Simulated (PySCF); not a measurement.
**Assigning NMR signals**

Atom-mapped SMILES (the numbers label the heavy atoms): `[CH2:1]=[C:2]([CH3:3])[n:4]1[cH:5][cH:6][cH:7][cH:8]1`. Each H is labelled by its parent atom. Ha(C1) is cis to C3; Hb(C1) is trans to C3.

- geometry from PBE0-D3(BJ)/def2-SVP
- σ from GIAO-PBE/pcSseg-1
- B3LYP/pcJ-1 coupling constants (spin–dipole term only in couplings to heteroatoms)
- program: PySCF 2.14
- gas phase, single conformer, rapidly exchanging positions averaged, non-relativistic

Referencing at the same level of theory: 13C (σref 180.03) and 1H (σref 31.20) against TMS.

(1) Assign these signals to the numbered atoms. 13C{1H} NMR (computed): δ 143.4 (C), 116.5 (CH), 114.2 (CH), 95.9 (CH2), 22.6 (CH3).

(2) Assign these signals to the numbered atoms. 1H NMR (400 MHz, computed): δ 6.84 (m, 2H), 6.20 (m, 2H), 5.09 (s, 1H), 4.51 (q, J = 1.7 Hz, 1H), 2.13 (d, J = 1.7 Hz, 3H).

Results:

(1) 
143.4 → C2, fully substituted alkene carbon: the olefinic region
116.5 → C5/C8, aromatic CH next to a ring nitrogen
114.2 → C6/C7, aromatic CH
95.9 → C1, terminal =CH2 carbon
22.6 → C3, allylic methyl carbon: aliphatic region, no heteroatom directly attached

(2) 
```tsv
δ (ppm)	atoms	environment	reason
6.84	H(C5)/H(C8)	hydrogen on an aromatic CH next to a ring nitrogen	aromatic region
6.20	H(C6)/H(C7)	hydrogen on an aromatic CH	the ring current deshields protons in the ring plane
5.09	Hb(C1)	hydrogen on a terminal =CH2 carbon	olefinic region
4.51	Ha(C1)	hydrogen on a terminal =CH2 carbon	–
2.13	H(C3)	hydrogen on an allylic methyl carbon	allylic position
```

Splittings below 1 Hz are ignored in the labels, and close J values are merged. Couplings among chemically equivalent protons are left out too, so labels in AA′BB′ or AA′XX′ sets are apparent multiplicities. Unscaled 3J(H,H) at this level run about 10 % above measured values. Shifts are as computed. Against solution values, carbons near 30 ppm lie about +2 ppm off and those near 130 ppm about +2 ppm. Of 1211 compounds with measured shifts, 218 miss one by over three times the rms of a fit or turn the order of signals round; such compounds aren't used in these exercises.
